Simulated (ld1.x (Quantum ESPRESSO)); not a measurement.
## rhodium: excitation energies, all-electron against TM

Rh, norm-conserving Troullier–Martins (Kleinman–Bylander form), made with ld1.x (Quantum ESPRESSO) 7.5 (LDA (PZ), scalar-relativistic). Core [Ar] 3d10, reference 4s2 4p6 4d8 5s0 5p0 (charge +1). Waves: 4p (bound): rc 1.30 bohr; 4d (bound): rc 1.15 bohr; 4s (bound): rc 1.00 bohr. Local part: the s channel. Core correction: a·sin(br)/r model core inside 0.75 bohr.

Energies are relative to the spin-unpolarised reference configuration 4s2 4p6 4d8 5s0 5p0; without spin polarisation the order of configurations can differ from experiment. Spin-polarised rows fill each open shell by Hund’s rule, majority spin first.

(1) Give the all-electron excitation energy and the error of the potential for: 4s2 4p6 4d8 5s1 5p0; 4s2 4p6 4d7 5s0 5p0; 4s2 4p6 4d6 5s0 5p0; 4s2 4p6 4d7 5s2 5p0; 4s2 4p5 4d8 5s1 5p0; 4s2 4p6 4d8.5 5s0.5 5p0; 4s2 4p6 4d8 5s0 5p1; 4s2 4p6 4d8 5s0 5p0 (spin-polarised); 4s2 4p6 4d8 5s1 5p0 (spin-polarised).

Levels in the configuration 4s2 4p6 4d8 5s0 5p1:

```json
{"level": "4s", "all-electron (eV)": "-84.263", "pseudo (eV)": "-84.218"}
{"level": "4p", "all-electron (eV)": "-52.254", "pseudo (eV)": "-52.209"}
{"level": "4d", "all-electron (eV)": "-7.808", "pseudo (eV)": "-7.767"}
{"level": "5p", "all-electron (eV)": "-1.878", "pseudo (eV)": "-1.889"}
```

Answers

(1)

```csv
valence configuration,charge,ΔE all-electron (eV),error AE − PS (meV)
4s2 4p6 4d8 5s1 5p0,0,-7.791,+71
4s2 4p6 4d7 5s0 5p0,+2,19.767,+2.1
4s2 4p6 4d6 5s0 5p0,+3,52.502,+13
4s2 4p6 4d7 5s2 5p0,0,-5.410,+179
4s2 4p5 4d8 5s1 5p0,+1,48.962,+99
4s2 4p6 4d8.5 5s0.5 5p0,0,-8.383,+32
4s2 4p6 4d8 5s0 5p1,0,-4.054,+32
4s2 4p6 4d8 5s0 5p0 (spin-polarised),+1,-0.566,+15
4s2 4p6 4d8 5s1 5p0 (spin-polarised),0,-8.675,+89
```
